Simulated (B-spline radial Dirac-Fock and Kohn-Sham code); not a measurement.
Z = 13 (aluminum), transition energy 1840 keV. Calculated with a radial B-spline solver, using a Dirac-Hartree-Slater potential of the neutral atom with a Latter tail (no hole, which puts coefficients of high multipoles low close above an edge), finite nucleus with surface currents. Subshells that would emit electrons below 1 keV are left out, and so is internal pair formation.

Q: A pure transition shows α(K) = 3.86e-06, L1/L2 = 2240 and L1/L3 = 595. What is its multipolarity?
A. E3
B. M3
C. E2
D. E1
E. M1
F. M2
G. M4
H. E4

A: D. For comparison, α(K), L1/L2, L1/L3 are E2 6.56e-06, 1280, 688; E3 1.06e-05, 758, 718; E4 1.69e-05, 484, 682; M1 5.73e-06, 1520, 910; M2 9.46e-06, 951, 1160; M3 1.52e-05, 651, 1200; M4 2.41e-05, 474, 981.
